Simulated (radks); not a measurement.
Task: Valence configurations of Sn (all share [Kr]). All-electron calculation, scalar-relativistic Kohn-Sham, PBE, spin-polarised, spherical densities, finite nucleus; open shells are filled with parallel spins first (spin-orbit coupling, left out, can overturn this in heavy ions); Fermi nuclear charge, rms radius 4.6519 fm. Program: a radial shooting solver on a logarithmic mesh with Libxc functionals. Order these by energy: 4d7 5s2 5p5; 4d10 5p4; 4d10 5s2 5p2; 4d8.5 5s1.5 5p4; 4d9 5s2 5p3; 4d9.5 5s1 5p3.5; 4d9.5 5s2 5p2.5; 4d8 5s1 5p5; 4d10 5s1 5p3; 4d8 5s2 5p4.

Result: From the lowest, in eV above it: 4d10 5s2 5p2 0.000; 4d10 5s1 5p3 5.113; 4d9.5 5s2 5p2.5 11.192; 4d10 5p4 14.194; 4d9.5 5s1 5p3.5 17.584; 4d9 5s2 5p3 23.333; 4d8.5 5s1.5 5p4 41.444; 4d8 5s2 5p4 52.502; 4d8 5s1 5p5 60.869; 4d7 5s2 5p5 85.529. NIST lists [Kr] 4d10 5s2 5p2 as the ground configuration; this level of theory agrees among the configurations tried. The energies are those of spherical high-spin densities, not of single terms.
